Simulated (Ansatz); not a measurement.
Two members of one family (Series SeX2), computed with Ansatz in the gas phase. The two geometries come from different levels. Binding counts from free atoms in the multiplicity of their measured ground term, without zero-point energy. A dash marks a value that wasn't run or was left out as unsound. The structures are stationary points that may keep the symmetry of their start.

First: SeH2 (singlet, charge 0, PBE-D4/def2-TZVP geometry).

```csv
atom,x (Å),y (Å),z (Å)
Se1,-0.2555,0.5116,0.3945
H2,-0.6532,-0.1161,-0.8847
H3,0.9087,-0.3955,0.4901
```

| level | HOMO (eV) | LUMO (eV) | gap (eV) | vertical IE (eV) | vertical triplet (eV) | binding per atom (eV) |
| --- | --- | --- | --- | --- | --- | --- |
| LDA (SPW92)/def2-TZVP | -6.03 | -1.02 | 5.01 | – | – | 2.70 |
| PBE-D4/def2-TZVP | -5.91 | -0.92 | 4.99 | 9.77 | 4.79 | 2.35 |
| r2SCAN-D4/def2-TZVP | -6.19 | -0.64 | 5.55 | 9.78 | 4.80 | 2.36 |
| B3LYP-D4/def2-TZVP | -6.86 | -0.28 | 6.58 | – | – | 2.36 |
| PBE0-D4/def2-SVP | -6.91 | 0.30 | 7.21 | – | – | 2.31 |

Second: SeF2 (singlet, charge 0, r2SCAN-D4/def2-TZVP geometry).

Cartesian coordinates in Å:
```
Se -0.410 0.653 -0.002
F -0.242 -0.610 -1.185
F 0.652 -0.043 1.187
```

Question: Estimate the same table for the second.

Answer: 
```csv
level,HOMO (eV),LUMO (eV),gap (eV),vertical IE (eV),vertical triplet (eV),binding per atom (eV)
LDA (SPW92)/def2-TZVP,-5.94,-3.64,2.30,–,–,3.27
PBE-D4/def2-TZVP,-5.76,-3.34,2.42,9.66,2.03,2.66
r2SCAN-D4/def2-TZVP,-6.08,-3.21,2.87,9.81,2.00,2.43
B3LYP-D4/def2-TZVP,-6.96,-2.67,4.29,–,–,2.40
PBE0-D4/def2-SVP,-7.01,-2.12,4.89,–,–,2.28
```
